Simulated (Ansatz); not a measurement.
System: C₂H₄I, charge 1, singlet. C2H4I+ (parent SMILES I[CH]C, singlet).
B3LYP-D3(BJ)/def2-TZVP minimum from Ansatz (a first-principles code):
```xyz
7

C     -2.4206     0.2176     0.3923
C     -1.1241     0.8160     0.1864
I      0.5790    -0.1601    -0.0945
H     -2.8316     0.6214     1.3342
H     -3.1065     0.6314    -0.3676
H     -2.4421    -0.8676     0.3894
H     -1.0362     1.8998     0.1785
```
Charge +1, spin multiplicity 1.

Total energies in def2-SVP, 18 correlated electrons, 11 frozen orbitals. Radicals and triplets start from unrestricted determinants; spin-orbit coupling is neglected. Correlated methods leave the cores frozen (noble-gas shells, and filled d and f shells in the p block). Past Kr the def2 sets carry scalar-relativistic core potentials. Spin-orbit terms, left out, reach several kcal/mol for Br and I, and more for heavier atoms. The T1 diagnostic of C2H4I+ (parent SMILES C[CH]I, singlet) reaches 0.032 in the sets run. The spin of C2H4I+ (parent SMILES C[CH]I, singlet) was assumed, and the state is the lowest solution found for it.

| method | program | energy (Eh) | minus CCSDT(Q) (mEh) |
|---|---|---|---|
| HF | Ansatz | -374.33050 | 420.32 |
| MP2 | Ansatz | -374.69579 | 55.03 |
| CCSD | Ansatz | -374.73336 | 17.46 |
| CCSD(T) | Ansatz | -374.74866 | 2.17 |
| CCSDT(Q) | Ansatz | -374.75082 | 0.00 |

Rough core times of Ansatz's runs on a shared machine: CCSD(T) under 20 s, CCSDT(Q) 3 min.
